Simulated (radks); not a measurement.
Question: Valence configurations of Sc I (all share [Ar]). Calculated with a radial shooting solver on a logarithmic mesh with Libxc functionals: non-relativistic Kohn-Sham, PBE, spin-polarised, spherical densities, point nucleus; open shells are filled with parallel spins first. Order these by energy: 3d2 4s1; 3d1 4p2; 3d0.5 4s2 4p0.5; 3d3; 3d2 4p1; 3d2 4s0.5 4p0.5; 4s2 4p1; 3d1 4s1.5 4p0.5; 3d1 4s1 4p1; 3d1 4s2.

Answer: From the lowest, in eV above it: 3d1 4s2 0.000; 3d2 4s1 0.645; 3d1 4s1.5 4p0.5 1.090; 3d0.5 4s2 4p0.5 1.415; 3d2 4s0.5 4p0.5 1.897; 3d1 4s1 4p1 1.926; 3d3 3.015; 3d2 4p1 3.160; 4s2 4p1 3.642; 3d1 4p2 4.866. NIST lists [Ar] 3d1 4s2 as the ground configuration; this level of theory agrees among the configurations tried. The energies are those of spherical high-spin densities, not of single terms.
